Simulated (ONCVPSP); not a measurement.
Cutoff test, Si, ONCV

ONCVPSP 4.0.1 input, shortened (lines: element, Z, core and valence counts, functional; n l f; lmax; l rc ep ncon nbas qcut; lloc lpopt rc5 dvloc0; l nproj debl; icmod fcfact rcfact), LDA (Perdew-Zunger), scalar-relativistic:

```
  Si 14.00    1    4        3      upf
    1    0    2.00
    2    0    2.00
    2    1    6.00
    3    0    2.00
    3    1    1.00
    2
    0    1.10    0.00    4    7   12.50
    1    0.80    0.00    4    9   19.40
    2    0.85    0.13    4    8   10.10
    4    5    0.65    1.00
    0    2    2.80
    1    3    2.10
    2    1    3.70
    2    0.55    1.05
```

Task: For each optimised wave give the share of its norm inside rc, the residual kinetic energy above qcut (Ha) and the cutoffs (Ha) for errors of 10, 1, 0.1 and 0.01 mHa per electron.

Result:

```
         wave  norm inside rc  residual KE  10 mHa  1 mHa  0.1 mHa  0.01 mHa
           2s           0.965      2.4e-08    25.0   33.5     41.0      47.6
           3s           0.075      1.2e-07    17.9   25.1     31.5      56.2
           2p           0.845      2.5e-07   109.2  132.8    152.3     167.2
           3p           0.030      7.8e-08    81.4  112.6    137.8     157.8
p projector 3           0.030      2.0e-07    87.2  118.2    143.5     162.9
d projector 1           0.020      1.5e-04    17.4   35.8     55.1     271.6
```

The occupied waves need 133 Ha and 152 Ha for 1 and 0.1 mHa.
